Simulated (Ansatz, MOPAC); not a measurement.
Molecule: CH3Be (charge +1, singlet). SMILES: [Be+][CH3]

Atoms: Be1, C2, H3, H4, H5. Bonds: Be1-C2, C2-H3, C2-H4, C2-H5.

Bond lengths (Å) and angles (degrees) optimised at PM7 with MOPAC; MNDO with MOPAC; B3LYP/6-31G* with Ansatz (a program for electronic structure); MP2/6-31G* with Ansatz, each started from the B3LYP-D3(BJ)/def2-TZVP structure (Ansatz) of the last column. A row stands for all coordinates that are equal there. 6-31G* holds six Cartesian d functions. No wavenumbers were computed at MNDO, MP2/6-31G*, so these may be saddle points.

```
coordinate    PM7   MNDO  B3LYP/6-31G*  MP2/6-31G*  B3LYP-D3(BJ)/def2-TZVP
----------  -----  -----  ------------  ----------  ----------------------
Be1-C2      1.534  1.602         1.662       1.670                   1.656
C2-H3       1.104  1.117         1.098       1.095                   1.094
Be1-C2-H3   112.8  110.6         109.3       109.0                   109.2
H3-C2-H4    105.9  108.3         109.7       110.0                   109.8
```

Mean signed difference of all 4 bond lengths from B3LYP-D3(BJ)/def2-TZVP: PM7 -0.023 Å, MNDO 0.004 Å, B3LYP/6-31G* 0.004 Å, MP2/6-31G* 0.004 Å.
